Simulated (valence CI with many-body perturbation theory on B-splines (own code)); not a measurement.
Which ion has this spectrum?

A relativistic CI+MBPT calculation for an atom or ion with 22 electrons gives these levels (cm⁻¹):

```tsv
J	Parity	E	g
0	even	0	
1	even	415042	1.49
4	even	507106	1.07
2	even	527010	1.21
3	even	554049	1.12
0	even	896773	
2	even	904211	1.26
4	even	918717	1.14
3	even	934139	1.17
5	even	963600	1.08
6	even	985669	1.07
1	even	1000314	1.08
3	even	1027176	1.07
4	even	1028722	1.03
```

The energies are calculated, and their last digits are not significant.

Q: Which is it?
A. Lu49+
B. Tm47+
C. Hf50+
D. Er46+

A: A. Lu49+, ground level (3d3/2^4) J=0.
